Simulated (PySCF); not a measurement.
**Stationary points of SeOBr2**

These are results of PySCF, PBE, basis Se def2-SVP, O def2-SVP, Br def2-SVP (no relativity, density fitting), not measurements.

Relaxations began from a few typed shapes. The search is not exhaustive: other isomers or separated fragments can lie lower, and high-lying points may rest on an excited occupation.

Question: Order these stationary points by electronic energy, lowest first, in kJ/mol from the lowest minimum.
A. singlet Cs: Se–Br 2.436 Å (×2), Se–O 1.626 Å; Br–Se–Br 99.3°, Br–Se–O 107.5° (×2)
B. singlet C2v: Se–Br 2.537 Å (×2), Se–O 1.631 Å; Br–Se–Br 156.6°, Br–Se–O 101.7° (×2)

Answer: A (0.0), B (81.3).

Question: Which of them are minima?

Answer: By energy in kJ/mol, 0.0: minimum; 81.3: saddle point, 1 imaginary mode.

Counting electrons, selenium keeps 2 of its valence electrons outside its bonds, so the VSEPR class is AX3E1 and the expected shape is trigonal pyramidal; with unlike ligands the computed point group is Cs.
